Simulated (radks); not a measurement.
Q: W, 74 electrons, occupied as [Xe] 4f14 5d4 6s2 (the NIST ground configuration). All-electron calculation, scalar-relativistic Kohn-Sham, LDA (Slater exchange, Perdew-Wang correlation), spin-polarised, spherical densities, finite nucleus; open shells are filled with parallel spins first (spin-orbit coupling, left out, can overturn this in heavy ions); Fermi nuclear charge, rms radius 5.3658 fm; hard spherical wall at 2 bohr. Program: a radial shooting solver on a logarithmic mesh with Libxc functionals. Some entries of the table are withheld. Estimate them.

orbital,occ.,eigenvalue (hartree),r(max) (bohr)
1s up,1,-2547.997,0.01147
1s down,1,-2547.996,0.01147
2s up,1,-437.6282,0.06573
2s down,1,-437.6101,0.06573
2p up,3,-382.6387,0.05390
2p down,3,-382.6235,0.05390
3s up,1,-98.83185,0.1855
3s down,1,-98.82277,0.1855
3p up,3,-82.54290,0.1836
3p down,3,-82.53325,0.1836
3d up,5,-63.72599,0.1494
3d down,5,-63.71214,0.1494
4s up,1,-18.44189,0.4211
4s down,1,-18.42269,0.4211
4p up,3,-13.10650,0.4418
4p down,3,-13.08743,0.4419
4d up,5,-6.34075,0.4533
4d down,5,-6.31826,0.4533
5s up,1,-0.88263,0.9831
5s down,1,-0.77919,0.9780
5p up,3,0.51102,1.098
5p down,3,0.62543,1.093
4f up,7,1.10932,0.4326
4f down,7,1.14648,0.4321
5d up,4,2.46614,1.250
5d down,0,2.58733,1.248
5f up,0,4.93292,1.395
5f down,0,5.04437,1.394
6s up,1,(1),1.542
6s down,1,(2),1.542
6p up,0,6.61124,1.578
6p down,0,6.69475,1.578
7s up,0,14.67631,1.715
7s down,0,14.75962,1.715

A: 
(1) 6s up eigenvalue (hartree): 5.18149
(2) 6s down eigenvalue (hartree): 5.26897
